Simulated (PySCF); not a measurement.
**Relaxation of doublet MoO2(OH)**

Level of theory: UPBE0 in PySCF with Mo def2-TZVP with ECP28, O def2-TZVP, H def2-TZVP; scalar-relativistic core potentials, no spin–orbit coupling; density-fitted integrals. A (50,194) grid was used.

A start displaced from a saddle point along its imaginary mode, with no symmetry imposed:

Coordinates in bohr (charge 0 multiplicity 2):
```
Mo    0.0163    0.0401   -0.1030
O     3.1965    0.1290    0.2175
O    -1.3684    2.9061    0.2133
O    -1.7090   -3.0610    0.1696
H    -3.4732   -3.4810    0.4724
```

Optimiser trace:
| step | E − E(last) (kJ/mol) | largest gradient (Eh/bohr) |
| --- | --- | --- |
| 0 | 3.72 | 0.01267 |
| 1 | 1.60 | 0.00258 |
| 2 | 0.67 | 0.00226 |
| 3 | 0.64 | 0.00877 |
| 4 | 0.10 | 0.00308 |
| 5 | 0.04 | 0.00125 |
| 6 | 0.01 | 0.00125 |
| 7 | 0.00 | 0.00046 |
| 8 | 0.00 | 0.00014 |

It ends at C1 with Mo–O 1.680 Å (×2), Mo–O 1.871 Å, O–H 0.959 Å; H–O–Mo 131.4°, O–Mo–O 112.0°, O–Mo–O 116.7°, O–Mo–O 119.7° (after a last refinement on a finer grid). A frequency run shows a minimum. Other isomers or separated fragments may lie lower.

Open d and f shells are described by one determinant, and the ground state may have another occupation or spin.

The relaxation took 52 s on 4 threads of a shared Arm Neoverse N1 host, with 139 basis functions and 10 gradients; the process peaked at 1.6 GiB. Launch command: `OMP_NUM_THREADS=4 python axn.py task.json out`.
